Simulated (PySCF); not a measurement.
C2H9GeN: core ionisation energies

Species: GeH2Me(NHMe), C₂H₉GeN.
Structure used (PBE0-D3(BJ)/def2-SVP), in Å, numbered top down from 1:
```
atom  x, y, z in Å
Ge1    0.575    0.599    0.271
H2     0.783    0.519    1.798
H3     1.976    0.585   -0.402
C4    -0.391    2.206   -0.252
H5     0.157    3.102    0.074
H6    -1.390    2.215    0.206
H7    -0.503    2.253   -1.346
N8    -0.466   -0.847   -0.178
C9    -0.043   -2.187    0.153
H10   -0.864   -0.787   -1.111
H11    0.792   -2.585   -0.460
H12    0.287   -2.226    1.205
H13   -0.883   -2.898    0.064
```

Theory: delta-SCF UKS SCAN, pcX-2 on the ionised atom, pcseg-1 elsewhere, spin-free X2C (PySCF). Each binding energy is the total energy of the core-ionised species, with the hole localised on one atom, minus that of the ground state; both are solved self-consistently, so orbital relaxation is included.

Problem. Give the core binding energies atom by atom.

Solution. 
| atom(s) | environment | level | binding energy (eV) | above the level's lowest (eV) | count |
| --- | --- | --- | --- | --- | --- |
| N8 | nitrogen bonded to C, Ge and H | N 1s | 404.06 | 0.00 | 1 |
| C9 | carbon bonded to N and 3 H | C 1s | 291.36 | +1.11 | 1 |
| C4 | carbon bonded to Ge and 3 H | C 1s | 290.25 | 0.00 | 1 |

The listed C 1s values span 1.11 eV, from C4 (bonded to 3 H and Ge) to C9 (bonded to N and 3 H).

Problem. Give the binding energy of C 1s of C4 in hartree and in kJ/mol.

Solution. 290.25 eV = 10.6665 Eh = 28005 kJ/mol.

Problem. Which photon energy gives electrons from C 1s of C4 a kinetic energy of 20 eV, and what is their de Broglie wavelength?

Solution. hν = 290.25 + 20 = 310.25 eV, recoil neglected; λ = 12.264 Å/√(E/eV) = 2.74 Å.

No level of germanium is listed. One conformer (not necessarily the lowest) at the PBE0-D3(BJ)/def2-SVP geometry, without solvent, vibrations or thermal averaging.
